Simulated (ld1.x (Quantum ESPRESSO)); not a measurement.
**Ranking TM semilocal potentials for Re**

All share these settings but for the change named:

| Item | Value |
| --- | --- |
| Element | rhenium (Re) |
| Generator | ld1.x (Quantum ESPRESSO) 7.5 |
| Type | norm-conserving Troullier–Martins (semilocal form) |
| Functional | Wu–Cohen |
| Relativity | scalar-relativistic |
| Frozen core | [Xe] 4f14 |
| Valence charge | 7 |
| Reference configuration | 5d6 6s1 6p0 |
| Partial waves | 6s (bound): rc 2.70 bohr; 6p (bound, empty): rc 3.00 bohr; 5d (bound): rc 1.45 bohr |
| Local potential | the d channel |
| Core correction | a·sin(br)/r model core inside 1.30 bohr |

Test errors are all-electron minus pseudo excitation energies from the reference, over 5d5 6s2 6p0; 5d5 6s1 6p0; 5d5 6s0 6p0; 5d4 6s2 6p0; 5d5 6s0 6p1; 5d4 6s2 6p1; 5d5 6s0 6p2. None of these files shows a bound ghost.

The base gives 220.8 meV.

Of 9 variants that were run, those that failed, showed a ghost or another fault, or gave nearly equal values are left out.

A variant can come out equal or close to the base, since the largest error may sit in a test that the change hardly touches while other tests move.

(1) Rank these variants by their largest absolute test error, smallest first.
A. wave 6p (bound): rc 3.00 bohr becomes 6p (bound): rc 4.20 bohr
B. wave 6p (bound): rc 3.00 bohr becomes 6p (bound): rc 3.32 bohr
C. wave 6p (bound): rc 3.00 bohr becomes 6p (bound): rc 2.28 bohr

Results:

(1) C (160.6 meV), A (192.3 meV), B (222.3 meV).
